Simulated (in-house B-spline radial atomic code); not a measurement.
# RPA and G0W0 on SCAN: the magnesium ion Mg⁵⁺

Configuration [He] 2s2 2p3, highest spin, mean-field start SCAN. Computed with an all-electron radial atomic-structure program (B-spline basis): all electrons, scalar-relativistic (spin-free one-electron X2C), finite nucleus, each spin shell either full or empty, empty states to l = 9 with an (l + 1/2)⁻⁴ tail; G0W0 by contour deformation at full frequency.

Command:
```bash
python run_gw.py task.json out
```
Settings (radii: box in bohr, nucleus in fm):
```
Z                        12
electrons                7
configuration            [He] 2s2 2p3
hamiltonian              x2c
method                   scan,scan
lmax                     9
rms_radius               3.057
spin_polarised           True
box_radius               10.43
intervals                69
```

Cost of the run: 1.6 s on 1 thread of Arm Neoverse N1, on a shared host.

Energies (hartree):

```csv
term,value
mean-field total,-187.38473
Hartree-Fock functional on these orbitals,-187.17057
direct second order,-0.41748
second-order exchange,0.20054
SOSEX correction,0.18026
```

**Question.** What is the RPA correlation energy, and what remains with SOSEX?

**Answer.** RPA gives -0.37323 hartree (-1.45 eV per electron); RPA + SOSEX gives -0.19297, and the second-order doubles -0.21694 hartree (no singles). SOSEX takes back 48 % of the RPA value.

Quasi-particle levels (eV):

| level | occupied | mean field | Σx - vxc | Σc | QP weight | G0W0 |
| --- | --- | --- | --- | --- | --- | --- |
| 2p up | yes | -171.08 | -17.24 | ? | ? | ? |
| 2s down | yes | -188.46 | -11.57 | -2.73 | 0.968 | -202.76 |
| 1s down | yes | -1409.53 | -66.85 | 16.83 | 0.893 | -1459.55 |
| 2p down | no | -154.92 | 17.94 | -4.12 | 0.974 | -141.10 |

G0W0 = mean field + (Σx - vxc) + Σc, with Σc (partial-wave tail included) taken at the quasi-particle energy. Levels of low weight are left out.

**Question.** Where does G0W0 put 2p up?

**Answer.** At -186.66 eV, with Σc = 1.66 eV and a quasi-particle weight of 0.966. The tabulated removal energy is 186.76 ± 0.06 eV (NIST, semi-empirical); the calculation leaves out spin-orbit coupling, Breit and QED terms, and what these don't explain is the method's own error.
